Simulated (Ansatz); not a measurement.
Isolated molecules relaxed with PBE0-D4/def2-TZVP in Ansatz; ΔE leaves out vibrations. CCSD(T)/CBS adds triple-zeta CCSD(T) − MP2 to the extrapolated MP2 energy (def2 sets, frozen cores). This one scheme is used for every species. DFT in def2-TZVPP. HSE06 is defined as in plane-wave codes. For Br, Ge outer-core shells are correlated without core-valence functions, which leaves a few kJ/mol of doubt a bond. Scalar relativity is left out up to krypton. One conformer a species, not always the lowest.

`[NH2][Ge][F]` + HBr → `[NH2][Ge][Br]` + H–F  (ligand exchange at a Ge–F bond)

CCSD(T)/CBS gives -23.5 kJ/mol.

**Question.** Another level gave -18.5 kJ/mol. Which?
A. CAM-B3LYP/def2-TZVPP
B. BHLYP/def2-TZVPP
C. HSE06-D4/def2-TZVPP
D. revPBE/def2-TZVPP

**Answer.** D. revPBE -18.5, HSE06-D4 -27.6, CAM-B3LYP -5.3, BHLYP -14.5 kJ/mol.

Largest T1 diagnostic among the species: 0.014.

The D4 term adds −6.0 kJ/mol with B3LYP and −3.1 kJ/mol with PBE0; it sums over pairs of atoms, weighted by their polarisabilities, and B3LYP, whose exchange is more repulsive, gets the larger term. From PBE to PBE0 (25 % exact exchange), in def2-TZVPP and without D4, ΔE moves by −4.7 kJ/mol. In def2-TZVPP, CCSD(T) changes the Hartree–Fock value by −3.5 kJ/mol (the triples alone add −1.4 kJ/mol) and MP2 by −9.2 kJ/mol.

B3LYP here is the variant with VWN-RPA as its local correlation; programs differ in this.
